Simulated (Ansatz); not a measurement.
# Abstraction of H: C3H2O2 + GeHF2 → C3HO2 + GeH2F2

Species: C3H2O2 `C#COC=O`, singlet; GeHF2 `[F][GeH][F]`, doublet; C3HO2 `C#CO[C]=O`, doublet; GeH2F2 (difluorogermane) `[F][GeH2][F]`, singlet. A radical takes H: the energy is the difference in strength between the C–H bond broken and the Ge–H bond made.

Shapes, held fixed at every level: PBE0-D4/def2-TZVP. Flexible molecules stand in one conformer, not always the lowest. Programs: Ansatz 0.2.0. Electronic energies: no zero-point or thermal term.

```tsv
level	kind	ΔE (kJ/mol)	less CCSD(T)/def2-TZVPP
HF/def2-TZVPP	Hartree–Fock	+62.8	-5.4
PBE-D4/def2-TZVPP	GGA	+87.7	+19.5
PBE0-D4/def2-TZVPP	global hybrid	+81.7	+13.5
wB97X-V/def2-TZVPP	range-separated hybrid	+73.2	+5.0
MP2/def2-SVP	perturbation theory	+70.5	+2.3
CCSD(T)/def2-SVP	coupled cluster or CI	+64.0	-4.2
CCSD/def2-TZVPP	coupled cluster or CI	+67.9	-0.3
CCSD(T)/def2-TZVPP	coupled cluster or CI	+68.2	0.0
```

The highest level, CCSD(T)/def2-TZVPP, gives ΔE = +68.2 kJ/mol; the levels span +62.8 to +87.7. The column of differences is taken from that level and isn't an error. No measured value is set beside it here. Open shells run unrestricted unless RO is named. Relativity is left out for Ge unless named. Correlated rows may include outer-core shells of Ge, which these sets cover unevenly.
